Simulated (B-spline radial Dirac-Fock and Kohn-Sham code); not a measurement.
# How the settings move the core levels of Se⁶⁺

ΔSCF core binding energies without Breit or QED terms, calculated with a radial B-spline solver. Keys: rel is the Hamiltonian (dirac, or spin-free x2c and nr, where L3 and M5 stand for the whole 2p and 3d shells), method is hf or an exchange,correlation pair (spin-unpolarised, also for the hole states), nuc the nuclear model, radius_factor scales its radius, rmax is the box in bohr, h the logarithmic mesh step, order the B-spline order, points the quadrature points per cell, c_factor scales the speed of light, and damp, ndamp, maxit and tol steer the iteration. The run stops when the commutator error falls below 10·tol·max(1, Z/10), or the numerical noise floor, and the energy has settled to about 1e-8 Ha; the virial ratio is −V/T.

Base input:

```json
{"items": [{"Z": 34, "q": 6, "cfg": [[1, 0, 2], [2, 0, 2], [2, 1, 6], [3, 0, 2], [3, 1, 6], [3, 2, 10]], "A": 80, "rrms": 4.14, "do": "settings", "holes": ["K", "L3", "M5"],
  "settings": [{"rel": "dirac", "method": "hf", "nuc": "fermi", "radius_factor": 1.0, "rmax": 45.0, "h": 0.3, "order": 8, "points": 10, "c_factor": 1.0, "maxit": 60, "damp": 0.5, "ndamp": 3, "tol": 1e-08}]}]}
```

The ground state converged in 10 iterations, with total energy -2419.48108 Ha, virial ratio 1.97616 and highest orbital energy -157.10 eV. ΔSCF binding energies: K (1s) 12788.2 eV, L3 (2p3/2) 1539.0 eV, M5 (3d5/2) 153.2 eV.

Changes from the base run:

```
                                changed setting  Δ total energy (Ha)  Δ K (eV)  Δ L3 (eV)  Δ M5 (eV)  iterations
                           method = "pw91,pw91"             -1.71940    +22.20      -5.07      +2.24          11
                                       h = 0.22              0.00000      0.00       0.00       0.00          10
                                    rmax = 30.0              0.00000      0.00       0.00       0.00          10
                h = 0.22; order = 6; damp = 0.0              0.00000      0.00       0.00       0.00          10
                                 c_factor = 0.9             -6.98440    +49.63      -0.66      -0.30          10
radius_factor = 2.0; c_factor = 0.9; damp = 0.0                    ?         ?          ?          ?           ?
                                    rel = "x2c"             +0.47008     -7.43     +13.35      +0.37          10
```

Problem. What does the change radius_factor = 2.0; c_factor = 0.9; damp = 0.0 do?

Solution. The total energy moves by -6.93060 Ha and the binding energies by K +49.00 eV, L3 -0.66 eV, M5 -0.30 eV; the run takes 10 iterations.
